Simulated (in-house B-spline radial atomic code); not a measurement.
**Binding energies in Ba XLIX (Ba48+)**

NIST's tabulated ground configuration is [He] 2s2 2p4; each binding energy is the energy of the ion with one electron taken from that subshell, relaxed, less that of the parent. All numbers are computed (Dirac-Hartree-Fock, average of configuration; Fermi nucleus of rms radius 4.8378 fm) with a radial B-spline atomic code at the basis-set limit, not measured. Energies include first-order Breit, QED and recoil terms.

```tsv
subshell	X-ray name	binding energy (eV)	-ε (eV)	relaxation (eV)
1s	K	41412.2	41559.8	15.9
2s	L1	9477.1	9494.3	1.7
2p	L2,3	8961	8974.1	2.3
```

Relaxation = -ε minus the binding energy without Breit, QED and recoil terms.

Question: What does it cost to remove two 1s electrons?

Answer: 83868 eV, which is 1044 eV more than the two single binding energies together.

Question: What does it cost to remove both a 2s and a 2p electron?

Answer: 18659 eV, which is 221.3 eV more than the two single binding energies together.

Question: What does it cost to remove two 2p electrons?

Answer: 18179 eV, which is 256.6 eV more than the two single binding energies together.
